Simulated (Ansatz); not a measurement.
C2H6AlNO, SMILES `O[CH]1C[NH][AlH]1`. Charge 0, multiplicity 1.

| atom | x (Å) | y (Å) | z (Å) |
| --- | --- | --- | --- |
| O1 | 1.158 | 0.894 | 1.312 |
| C2 | 0.117 | 0.024 | 0.865 |
| C3 | -0.667 | 0.704 | -0.282 |
| N4 | -0.537 | -0.247 | -1.397 |
| Al5 | 0.485 | -1.374 | -0.511 |
| H6 | 1.691 | 0.415 | 1.949 |
| H7 | -0.558 | -0.213 | 1.696 |
| H8 | -1.715 | 0.881 | -0.010 |
| H9 | -0.199 | 1.673 | -0.492 |
| H10 | -1.002 | -0.027 | -2.260 |
| H11 | 1.226 | -2.730 | -0.871 |

Task: Give the diagnostics of a CCSD(T)/def2-TZVPP run (frozen core, Ansatz 0.2.0). (Estimate.)

Result: Ansatz gave: T1 = 0.0129, largest single amplitude 0.037, largest double 0.022, (T) share of the correlation energy 3.9 %, 10 CCSD cycles. The RHF solution is stable towards an unrestricted one. T1 lies under the customary mark of 0.02 for closed shells.
